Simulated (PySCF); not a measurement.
**Polarisability and C₆ of Cl⁺ (chlorine, charge +1)**

[Ne] 3s2 3p3 4s1, high-spin 5S determinant (an excited configuration). Calculation: PySCF 2.14, in aug-cc-pV(Q+d)Z (7s6p5d3f2g, 89 functions); no relativity, point nucleus. Coupled (time-dependent) response in atomic units; α is the mean over directions.

```
 method  mean α (bohr³)  C₆ (like pair)  S(−4)
    UHF           146.0            1401  21260
    PBE           120.2            1067  14190
   PBE0           130.0            1194  16620
LC-wPBE           166.9            1693  28090
 PBEsol           120.9            1082  14210
```

S(−4) is the Cauchy moment in α(ω) = α(0) + S(−4) ω² + …

α(iu) at PBE:

| u (hartree) | α(iu) (bohr³) |
| --- | --- |
| 0 | 120.2 |
| 0.0500 | 93.16 |
| 0.100 | 56.93 |
| 0.200 | 24.87 |
| 0.300 | 14.69 |
| 0.500 | 7.876 |
| 0.750 | 4.808 |
| 1.00 | 3.284 |
| 1.50 | 1.806 |
| 2.00 | 1.140 |
| 3.00 | 0.5827 |
| 5.00 | 0.2510 |

A single London oscillator, α(iu) = α/(1 + u²/ω²), gives C₆ = (3/4) ω α². Matching the computed C₆ needs ω = 4 × 1067 / (3 × 120.2²) = 0.0985 hartree.

For an ion, C₆ is the dispersion term alone; charge-induced terms of lower order in 1/R come first.

The outer electron is Rydberg-like, and this basis confines it to a smaller radius and binds it less than a complete one would.
